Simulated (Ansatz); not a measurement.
One change: `[OH][Ti]([OH])([OH])[Cl]` becomes `[OH][Ti]([OH])([Cl])[Cl]`.

Ansatz, PBE0-D4/def2-TZVP geometries, multiplicity 1. Each molecule was computed in one conformer, which needn't be the lowest.

Scalar relativity is left out up to krypton.

```tsv
property	`[OH][Ti]([OH])([OH])[Cl]`
HOMO energy (PBE/def2-TZVPP) / eV	-7.29
HOMO–LUMO gap (PBE/def2-TZVPP) / eV	4.38
HOMO–LUMO gap (B3LYP/def2-TZVPP) / eV	6.24
LUMO energy (PBE/def2-TZVPP) / eV	-2.91
size of the dipole moment (ωB97M-V/def2-TZVPP) / D	2.67
size of the dipole moment (B3LYP/def2-TZVPP) / D	2.61
```

Task: What does the change do to each property? (Estimate.)

Result: Ansatz gave: 
```
                                          property  `[OH][Ti]([OH])([Cl])[Cl]`  shift
                 HOMO energy (PBE/def2-TZVPP) / eV                       -7.55  -0.26
               HOMO–LUMO gap (PBE/def2-TZVPP) / eV                        3.93  -0.45
             HOMO–LUMO gap (B3LYP/def2-TZVPP) / eV                        5.70  -0.54
                 LUMO energy (PBE/def2-TZVPP) / eV                       -3.62  -0.71
size of the dipole moment (ωB97M-V/def2-TZVPP) / D                        3.30   0.63
  size of the dipole moment (B3LYP/def2-TZVPP) / D                        3.21   0.60
```

With PBE0 the HOMO falls by 0.19 eV and the LUMO falls by 0.75 eV, so the gap narrows by about 0.56 eV. PBE moves the HOMO by -0.26 eV and ωB97M-V by -0.11 eV. The zero-point energy changes by -30.5 kJ/mol with -3 modes. Dipoles are sizes alone; their direction can turn.

B3LYP here is the variant with VWN-RPA as its local correlation; programs differ in this.
